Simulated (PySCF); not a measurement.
Dipole response of Xe²⁺ (xenon, charge +2)

[Kr] 4d10 5s2 5p4, high-spin 3P determinant. All numbers are calculated (PySCF 2.14, a scalar-relativistic core potential, in aug-cc-pVQZ-PP with ECP28MDF (7s7p5d3f2g, 92 functions)). Coupled (time-dependent) response in atomic units; α is the mean over directions.

```
method  mean α (bohr³)         α xx, yy, zz  C₆ (like pair)  S(−4)
   UHF           12.80  12.83, 12.74, 12.83           90.01  27.28
   PBE           12.86  12.75, 13.08, 12.75           90.48  27.88
  PBE0           12.76  12.69, 12.90, 12.69           89.61  27.21
  BLYP           12.87  12.74, 13.12, 12.74           90.39  28.09
 B97-3           12.80  12.72, 12.96, 12.72           90.01  27.36
```

S(−4) is the Cauchy moment in α(ω) = α(0) + S(−4) ω² + …

Spin-orbit coupling is absent.

α(iu) at BLYP:

```
u (hartree)  α(iu) (bohr³)
          0          12.87
     0.0500          12.80
      0.100          12.59
      0.200          11.84
      0.300          10.79
      0.500          8.474
      0.750          6.086
       1.00          4.463
       1.50          2.672
       2.00          1.802
       3.00          1.014
       5.00         0.4703
```

A single London oscillator, α(iu) = α/(1 + u²/ω²), gives C₆ = (3/4) ω α². Matching the computed C₆ needs ω = 4 × 90.39 / (3 × 12.87²) = 0.728 hartree.

For an ion, C₆ is the dispersion term alone; charge-induced terms of lower order in 1/R come first.

The components differ because the open shell of this determinant is not spherical; for a pure term their mean is the scalar polarisability.

Energies and moments cover only the electrons outside the core potential.
